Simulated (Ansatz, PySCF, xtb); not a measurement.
Pulling on the Si3–C2 bond in C2H6O3Si (SMILES C=C[Si](O)(O)O) (multiplicity 1 held, fragments rigid). Energies count from the point at 1.849 Å.
Geometry at that point (charge 0, multiplicity 1):
```xyz
12

C      2.17835    -0.78776     0.77672
C      1.45441    -0.37125    -0.26068
Si    -0.32413     0.12082    -0.13970
O     -0.95966    -0.34974     1.30631
O     -0.57978     1.74046    -0.21516
O     -1.05943    -0.54669    -1.44193
H      1.75342    -0.87269     1.77148
H      3.22513    -1.05741     0.68396
H      1.94138    -0.30387    -1.23057
H     -0.93814    -1.28536     1.52139
H     -0.52499     2.23629     0.60551
H     -1.92458    -0.20659    -1.68590
```

R- and RO- levels are restricted; in cc, def2 and unpolarised 6-31G sets they are followed outwards from rest. U- levels take the lowest unrestricted solution at each point, which mixes spins at long bonds. Levels need not reach the same state.

Rows in 6-31G* carry no dispersion term and start afresh at each structure (6-31G* with six Cartesian d functions).

Programs: Ansatz (Gaussian basis) for Hartree–Fock, density functionals and correlated methods; PySCF for 6-31G* rows; xtb for the GFN methods.  The GFN methods have no spin term and hold the electronic entropy of 300 K.

Energies in kcal/mol.

| R (Å) | GFN2-xTB | R-r2SCAN/cc-pV(T+d)Z | U-B3LYP/6-31G* | R-wB97X-V/cc-pV(T+d)Z | U-wB97X-V/cc-pV(T+d)Z |
|---|---|---|---|---|---|
| 1.479 | 108.0 | 58.8 | 62.0 | 61.0 | 61.0 |
| 1.664 | 19.1 | 10.6 | 11.8 | 11.3 | 11.3 |
| 1.849 | 0.0 | 0.0 | 0.0 | 0.0 | 0.0 |
| 2.034 | 4.2 | 6.3 | 5.6 | 6.2 | 6.2 |
| 2.219 | 15.8 | 19.4 | 18.5 | 19.9 | 19.9 |
| 2.497 | 36.5 | 42.2 | 41.4 | 44.6 | 44.6 |
| 2.774 | 56.8 | 63.6 | 63.3 | 68.5 | 68.5 |
| 3.236 | 83.4 | 91.6 | 91.2 | 102.0 | 98.3 |
| 3.699 | 99.5 | 110.6 | 102.7 | 127.0 | 109.0 |
| 4.253 | 108.6 | 124.7 | 107.2 | 148.6 | 113.1 |
| 4.993 | 111.9 | 134.6 | 108.7 | 167.8 | 114.5 |

Doubts at one or more of the structures used: a restricted determinant that unrestricted orbitals would lower (R-r2SCAN/cc-pV(T+d)Z, R-wB97X-V/cc-pV(T+d)Z); a spin-contaminated determinant (U-B3LYP/6-31G*, U-wB97X-V/cc-pV(T+d)Z).

Ansatz is a program for electronic structure.
